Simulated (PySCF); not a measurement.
Species: C₄H₇F₃S.
Atom-mapped SMILES: `[CH3:1][CH2:2][CH2:3][S:4][C:5]([F:6])([F:7])[F:8]` (hydrogens: H9, H10, H11 on C1; H12, H13 on C2; H14, H15 on C3)

The same species was optimised twice, with GFN2-xTB and with PBE0-D3(BJ)/def2-SVP (PySCF), and the same property calculations (PySCF, gas phase) were run on both structures.

```json
{"coordinate": "S4–C5 (Å)", "GFN2-xTB": "1.821", "PBE0-D3(BJ)/def2-SVP": "1.805", "change": "-0.016"}
{"coordinate": "C3–S4 (Å)", "GFN2-xTB": "1.829", "PBE0-D3(BJ)/def2-SVP": "1.818", "change": "-0.011"}
{"coordinate": "C1–C2 (Å)", "GFN2-xTB": "1.524", "PBE0-D3(BJ)/def2-SVP": "1.521", "change": "-0.003"}
{"coordinate": "C5–F6 (Å)", "GFN2-xTB": "1.338", "PBE0-D3(BJ)/def2-SVP": "1.336", "change": "-0.002"}
{"coordinate": "C5–F7 (Å)", "GFN2-xTB": "1.336", "PBE0-D3(BJ)/def2-SVP": "1.334", "change": "-0.002"}
{"coordinate": "C2–C3 (Å)", "GFN2-xTB": "1.520", "PBE0-D3(BJ)/def2-SVP": "1.521", "change": "+0.001"}
{"coordinate": "C5–F8 (Å)", "GFN2-xTB": "1.328", "PBE0-D3(BJ)/def2-SVP": "1.327", "change": "-0.001"}
{"coordinate": "S4–C5–F8 (°)", "GFN2-xTB": "110.2", "PBE0-D3(BJ)/def2-SVP": "108.2", "change": "-2.0"}
{"coordinate": "C2–C3–S4 (°)", "GFN2-xTB": "113.5", "PBE0-D3(BJ)/def2-SVP": "115.4", "change": "+1.9"}
{"coordinate": "C1–C2–C3 (°)", "GFN2-xTB": "110.3", "PBE0-D3(BJ)/def2-SVP": "111.9", "change": "+1.6"}
{"coordinate": "F6–C5–F8 (°)", "GFN2-xTB": "107.3", "PBE0-D3(BJ)/def2-SVP": "107.8", "change": "+0.5"}
{"coordinate": "F7–C5–F8 (°)", "GFN2-xTB": "107.8", "PBE0-D3(BJ)/def2-SVP": "108.3", "change": "+0.5"}
{"coordinate": "S4–C5–F6 (°)", "GFN2-xTB": "112.8", "PBE0-D3(BJ)/def2-SVP": "113.3", "change": "+0.5"}
{"coordinate": "S4–C5–F7 (°)", "GFN2-xTB": "112.1", "PBE0-D3(BJ)/def2-SVP": "112.4", "change": "+0.3"}
{"coordinate": "F6–C5–F7 (°)", "GFN2-xTB": "106.4", "PBE0-D3(BJ)/def2-SVP": "106.6", "change": "+0.2"}
{"coordinate": "C1–C2–C3–S4 (°)", "GFN2-xTB": "173", "PBE0-D3(BJ)/def2-SVP": "174", "change": "+1"}
{"coordinate": "C2–C3–S4–C5 (°)", "GFN2-xTB": "73", "PBE0-D3(BJ)/def2-SVP": "78", "change": "+5"}
{"coordinate": "C3–S4–C5–F6 (°)", "GFN2-xTB": "-76", "PBE0-D3(BJ)/def2-SVP": "-69", "change": "+7"}
```

Rotational constants: A = 3064, B = 990.8, C = 898.0 MHz (GFN2-xTB) against A = 3104, B = 972.7, C = 888.0 MHz (PBE0-D3(BJ)/def2-SVP). Point groups within 0.08 Å: C1 and C1.

On the GFN2-xTB structure: lowest singlet, TDDFT (eV) 5.66 [PBE0/def2-SVPD]; isotropic polarisability (au) 73.3 [PBE0/def2-SVPD]; HOMO (eV) -7.46 [PBE0/def2-SVPD]; LUMO (eV) -0.09 [PBE0/def2-SVPD]; dipole (D) 2.63 [PBE0/def2-SVPD].

What do these properties become on the PBE0-D3(BJ)/def2-SVP structure?

```csv
property,level,on GFN2-xTB,on PBE0-D3(BJ)/def2-SVP,change
"lowest singlet, TDDFT (eV)",PBE0/def2-SVPD,5.66,5.73,+0.07
isotropic polarisability (au),PBE0/def2-SVPD,73.3,73.6,+0.3
HOMO (eV),PBE0/def2-SVPD,-7.46,-7.49,-0.03
LUMO (eV),PBE0/def2-SVPD,-0.09,-0.06,+0.03
dipole (D),PBE0/def2-SVPD,2.63,2.58,-0.05
"energy, GFN2-xTB geometry as zero (kcal/mol)",PBE0/def2-SVPD,0.0,-0.8,-0.8
```

The heavy atoms differ by 0.084 Å rms after alignment. Among bonds between heavy atoms S4–C5 changes most (-0.016 Å). Changes are differences of the printed values. Neither structure is proved a minimum here.

Shape of the structure used: `[CH3:1][CH2:2][CH2:3][S:4][C:5]([F:6])([F:7])[F:8]`: C1–C2–C3–S4 174°, C2–C3–S4–C5 78°, C3–S4–C5–F6 -69°.
